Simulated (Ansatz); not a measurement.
Computed with Ansatz on PBE0-D4/def2-TZVP structures; ΔE is electronic, products minus reactants. CBS: MP2 limit from def2 TZ/QZ plus the TZ coupled-cluster correction, frozen cores. This one scheme is used for every species, atoms too. DFT in def2-TZVPP. HSE06 is defined as in plane-wave codes. No spin–orbit coupling; open shells (•) take unrestricted orbitals. Spin–orbit coupling would lower the free atoms: a little for B, C, O; strongly for Te. Elements past krypton have def2 core potentials. For Te outer-core shells are correlated without core-valence functions, so the limit isn't a true one: a few kJ/mol of doubt a bond, and 10 to 20 or more in all where bonds break to atoms. Each species was taken in one conformer, which may not be the lowest.

Reaction (atomization): `O=CB[TeH]` → B• + C• + 3 H• + O• + Te•

`O=CB[TeH]`:

Cartesian coordinates in Å:
```
O 0.176 -0.371 -1.867
C 0.650 -0.388 -0.754
B 0.294 0.665 0.359
Te -1.492 0.535 1.450
H 1.392 -1.184 -0.488
H 1.039 1.551 0.644
H -2.059 -0.808 0.656
```

| level | ΔE (eV) |
| --- | --- |
| LDA (SPW92) | 30.15 |
| PBE-D4 | 26.68 |
| B97M-V | 25.82 |
| PBE-QIDH | 25.46 |
| PBE | 26.53 |
| HSE06 | 25.73 |
| MP2/def2-TZVPP | 25.56 |
| CCSD/CBS(def2) | 25.11 |

Task: What does CCSD(T)/CBS give? (Estimate.)

Result: The calculation gave: +25.69 eV. The listed levels differ from it by 4.46, 0.99, 0.13, -0.23, 0.84, 0.04, -0.13, -0.58 eV.

Largest T1 diagnostic among the species: 0.017.

In def2-TZVPP, CCSD(T) changes the Hartree–Fock value by +7.16 eV (the triples alone add +0.58 eV) and MP2 by +7.82 eV; breaking electron pairs costs correlation energy, which Hartree–Fock lacks. Leaving LDA and LC-ωPBE aside and taking each functional with its dispersion term where it has one, the values, not all of them listed here, spread over 2.07 eV, from BHLYP-D4 to PBE-D4. LDA lies +3.62 eV from PBE without D4, its usual overbinding.

For atomizations the MP2-based limit and the directly extrapolated one differ by several kJ/mol either way, and by 10 to 25 for some Ge, Se and Sn compounds, so smaller differences from it don't rank the levels.
